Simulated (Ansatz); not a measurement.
The cluster Cd2Se3⁻, relaxed as a doublet with UKS r2SCAN-D4/def2-SVPD in Ansatz, starting from the GFN1-xTB geometry. Force threshold 0.02 eV/Å.

In the def2 sets Cd takes a core potential; there is no spin–orbit coupling. The structure comes from a short search, and lower isomers may exist.

Start:

Cartesian coordinates in Å:
```
Cd -1.7660 -1.0048 -0.1738
Cd 0.9508 -0.1156 -1.1176
Se 0.0435 2.2136 0.2893
Se -0.9467 1.3031 2.1081
Se 1.7184 -2.3963 -1.1061
```

```tsv
step	energy (eV)	largest force component (eV/Å)	SCF passes
1	-205160.8154	1.073	42
2	-205161.1161	0.515	32
3	-205161.2783	0.283	31
4	-205161.4237	0.424	35
5	-205161.5613	0.384	28
6	-205161.7232	0.497	29
7	-205161.8814	0.245	29
8	-205161.9227	0.511	28
9	-205161.9686	0.169	28
10	-205161.9726	0.345	29
11	-205161.9948	0.155	24
12	-205161.9974	0.049	23
13	-205161.9981	0.016	24
```

Force components are those of the run's own axes.

End:

Cartesian coordinates in Å:
```
Cd -1.208 -1.551 0.351
Cd 1.135 0.251 -0.690
Se 0.520 2.412 0.360
Se -1.334 1.022 1.200
Se 0.887 -2.134 -1.221
```

Bonds formed: Cd1–Se5 (atoms count from 1). The end is the same structure that another start reached.

No frequencies were taken in this run, so the end may be a saddle point.

Run time 2 min (4 threads of Arm Neoverse V2 on a shared host).
